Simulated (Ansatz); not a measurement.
BH₆NSiTe (`B[Te][SiH2]N`). Charge 0, multiplicity 1. Te: def2 effective core potential. The structure was optimised at the PBE0-D4/def2-TZVP level. It is one conformer, not always the lowest.

```xyz
10

B     2.024   -0.752   -0.350
Te    0.537   -0.836   -1.832
Si   -1.327    0.220   -0.467
N    -0.915    0.715    1.118
H     1.790   -0.293    0.724
H     3.097   -1.181   -0.641
H    -1.779    1.409   -1.229
H    -2.407   -0.791   -0.377
H    -0.294    1.499    1.239
H    -0.727    0.011    1.815
```

(1) What is the dipole moment at ωB97M-V/def2-TZVPP? (An estimate is asked.)

(2) And with PBE, r2SCAN, B3LYP? (Estimate.)

(3) Give the Mulliken charges with ωB97M-V, B3LYP, PBE in def2-TZVPP. (An estimate is asked.)

Answers

(1) The calculation gave: 1.48 D, with components (-0.27, 0.60, 1.33) D in this frame, pointing from negative to positive charge.

(2) The calculation gave: PBE 1.41 D, r2SCAN 1.49 D, B3LYP 1.38 D.

(3) Computed: 
```
atom  ωB97M-V  B3LYP    PBE
  B1    -0.27  -0.20  -0.20
 Te2    -0.01   0.01   0.05
 Si3     0.26   0.32   0.24
  N4    -0.34  -0.36  -0.35
  H5     0.07   0.03   0.01
  H6     0.08   0.04   0.03
  H7    -0.02  -0.06  -0.05
  H8    -0.02  -0.06  -0.05
  H9     0.13   0.14   0.16
 H10     0.13   0.14   0.16
```

B3LYP here is the variant with VWN-RPA as its local correlation; programs differ in this.
